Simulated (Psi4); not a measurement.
H4Si, charge +1, doublet, at a GFN2-xTB geometry (a state made from the parent by changing its charge; the spin is typed, not shown lowest), atoms displaced at random by about 0.05 Å a coordinate; B3LYP/def2-SVP in Psi4 1.11.

The Psi4 input:
```
memory 2 GB

molecule {
1 2
Si    0.05062626    0.02271198   -0.01899822
H     0.00851607    1.05113001    0.97540770
H    -0.00321647   -0.98622251    1.05972979
H     0.06360906    1.02464997   -1.09988040
H    -0.04526018   -1.04161323   -1.09842919
}

set {
  basis def2-svp
  reference uks
}

optimize('b3lyp')
print_variables()
```

Question: What does Psi4 print? Leave out banner, timings and long lists.

Answer: 
```
invalid escape sequence '\d'

gradient() will perform analytic gradient computation.

   => Loading Basis Set <=

    Name: DEF2-SVP
    Role: ORBITAL
    Keyword: BASIS

         ---------------------------------------------------------
                                   SCF
               by Justin Turney, Rob Parrish, Andy Simmonett
                          and Daniel G. A. Smith
                              UKS Reference
         ---------------------------------------------------------

  ==> Geometry <==

    Molecular point group: c1
    Full point group: C1

    Geometry (in Angstrom), charge = 1, multiplicity = 2:

       Center              X                  Y                   Z               Mass
    ------------   -----------------  -----------------  -----------------  -----------------
         SI           0.005631555920     0.001350884044     0.002744963072    27.976926534650
         H           -0.036478634080     1.029768914044     0.997150883072     1.007825032230
         H           -0.048211174080    -1.007583605956     1.081472973072     1.007825032230
         H            0.018614355920     1.003288874044    -1.078137216928     1.007825032230
         H           -0.090254884080    -1.062974325956    -1.076686006928     1.007825032230

  Running in c1 symmetry.

  Rotational constants: A =      3.95880  B =      3.72119  C =      1.92223 [cm^-1]
  Rotational constants: A = 118681.89522  B = 111558.52343  C =  57627.04316 [MHz]
  Nuclear repulsion =   21.466970465672080

  Charge       = 1
  Multiplicity = 2
  Electrons    = 17
  Nalpha       = 9
  Nbeta        = 8

  ==> Algorithm <==

  SCF Algorithm Type is DF.
  DIIS enabled.
  MOM disabled.
  Fractional occupation disabled.
  Guess Type is SAD.
  Energy threshold   = 1.00e-08
  Density threshold  = 1.00e-08
  Integral threshold = 1.00e-12

  ==> Primary Basis <==

  Basis Set: DEF2-SVP
    Blend: DEF2-SVP
    Number of shells: 20
    Number of basis functions: 38
    Number of Cartesian functions: 39
    Spherical Harmonics?: true
    Max angular momentum: 2

  ==> DFT Potential <==

   => LibXC <=

    Version 7.1.2
    S. Lehtola, C. Steigemann, M. J. T. Oliveira, and M. A. L. Marques,  SoftwareX 7, 1–5 (2018) (10.1016/j.softx.2017.11.002)

   => Composite Functional: B3LYP <=

    B3LYP Hyb-GGA Exchange-Correlation Functional

    P. J. Stephens, F. J. Devlin, C. F. Chabalowski, and M. J. Frisch,  J. Phys. Chem. 98, 11623 (1994) (10.1021/j100096a001)

[...]
  @DF-UKS Final Energy:  -291.37411963449603
    Total Energy =                       -291.3741196344960258
  @DF-UKS Final Energy:  -291.39036111241415
    Total Energy =                       -291.3903611124142117
  @DF-UKS Final Energy:  -291.39540873018780
    Total Energy =                       -291.3954087301878531
  @DF-UKS Final Energy:  -291.39684310202074
    Total Energy =                       -291.3968431020207390
  @DF-UKS Final Energy:  -291.40005359405671
    Total Energy =                       -291.4000535940567715
  @DF-UKS Final Energy:  -291.36695242110585
    Total Energy =                       -291.3669524211058501
  @DF-UKS Final Energy:  -291.37384885104495
    Total Energy =                       -291.3738488510448974
[...]

	----------------------------------------------------------------------------------------------
	   Step    Total Energy     Delta E     Max Force     RMS Force      Max Disp      RMS Disp
	----------------------------------------------------------------------------------------------
	  Convergence Criteria     1.00e-06 *    3.00e-04 *             o    1.20e-03 *             o
	----------------------------------------------------------------------------------------------
	    33    -291.37384885   -6.90e-03      3.33e-02      1.50e-02 o    1.70e-01      8.69e-02 o  ~
	----------------------------------------------------------------------------------------------

Next Geometry in Ang
	Fragment 1 (Ang)

	   Si  -0.0560590307  -0.0446068327   0.0990908311
	    H   1.1162914673   1.1826192408  -0.0928369399
	    H   0.6795758766  -1.3355939813  -0.1773415605
	    H   0.8955706218   0.9590898950  -1.1828929400
	    H  -1.3430305664   0.5019071261  -0.3337108515

    Structure for next step:
    Molecular point group: c1
    Full point group: C1

    Geometry (in Angstrom), charge = 1, multiplicity = 2:

    SI          -0.049516942166    -0.046803002964     0.068739478263
    H            1.122833555904     1.180423070495    -0.123188292705
    H            0.686117965182    -1.337790151613    -0.207692913322
    H            0.902112710370     0.956893724692    -1.213244292794
    H           -1.336488477823     0.499710955861    -0.364062204287

PsiException: Could not converge geometry optimization in 50 iterations.

Traceback (most recent call last):
  File "psi4", line 375, in <module>
  File "<string>", line 26, in <module>
  File "site-packages/psi4/driver/driver.py", line 1371, in optimize

psi4.driver.p4util.exceptions.OptimizationConvergenceError: Could not converge geometry optimization in 50 iterations.

Printing out the relevant lines from the Psithon --> Python processed input file:
    H    -0.04526018   -1.04161323   -1.09842919
    """)
    core.IO.set_default_namespace("")
    core.set_global_option("BASIS", "def2-svp")
    core.set_global_option("REFERENCE", "uks")
--> optimize('b3lyp')
    print_variables()

!-------------------------------------------------------------!
!                                                             !
!  Could not converge geometry optimization in 50 iterations. !
!                                                             !
!-------------------------------------------------------------!
```

Convergence was not reached.
